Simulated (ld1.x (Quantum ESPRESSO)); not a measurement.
What one change does to a pseudopotential (boron (B), TM)

| Quantity | Value |
| --- | --- |
| Element | B |
| Generator | ld1.x (Quantum ESPRESSO) 7.5 |
| Type | norm-conserving Troullier–Martins (Kleinman–Bylander form) |
| Functional | LDA (PZ) |
| Relativity | non-relativistic |
| Frozen core | [He] |
| Valence charge | 3 |
| Reference configuration | 2s1.5 2p0 (charge +1.5) |
| Partial waves | 2s (bound): rc 1.40 bohr; 2p (bound, empty): rc 2.65 bohr |
| Local potential | all-electron potential smoothed inside 2.05 bohr (lloc = -1) |
| Core correction | a·sin(br)/r model core, default radius (core density twice the valence density) |

Change: wave 2p (bound): rc 2.65 bohr becomes 2p (bound): rc 2.88 bohr.

Cutoffs: the cutoffs (Ry, on a coarse ladder) from which the occupation-weighted sum of valence levels, in a spherical-Bessel basis at the reference potential, stays within 10 and 1 mRy of its value at 400 Ry; they do not see the model core or the augmentation charge, which bear on the density cutoff. Errors are all-electron minus pseudo energies relative to the spin-unpolarised reference configuration.

Problem. Predict the effect on cutoff, ghosts and configuration errors.

Solution. The potential gets neither clearly harder nor softer (21 Ry and 55 Ry → 21 Ry and 55 Ry); of the 9 tests that both files solve, the error grows in 6 and shrinks in 0 by more than 15 % and 0.3 meV (median size 88.3 → 129.9 meV); neither file shows a bound ghost. More of the atom is replaced by a form fitted at one configuration, so other configurations suffer.

| quantity | base | changed |
| --- | --- | --- |
| cutoff, loose | 21 Ry | 21 Ry |
| cutoff, tight | 55 Ry | 55 Ry |
| bound ghosts | none | none |
| error for 2s2 2p1, meV [ΔE -19.48 eV] | +88 | +130 |
| error for 2s2 2p0, meV [ΔE -11.16 eV] | +3.9 | +3.9 |
| error for 2s1 2p0, meV [ΔE 14.14 eV] | +5.9 | +5.9 |
| error for 2s2 2p0.5, meV [ΔE -16.54 eV] | +47 | +67 |
| error for 2s0 2p3, meV [ΔE -8.10 eV] | +235 | +347 |
| error for 2s1 2p2, meV [ΔE -13.80 eV] | +160 | +239 |
| error for 2s2 2p1.3, meV [ΔE -20.26 eV] | +102 | +153 |
| error for 2s1.5 2p0 (spin-polarised), meV [ΔE -0.13 eV] | +0.9 | +0.9 |
| error for 2s2 2p1 (spin-polarised), meV [ΔE -19.72 eV] | +102 | +145 |
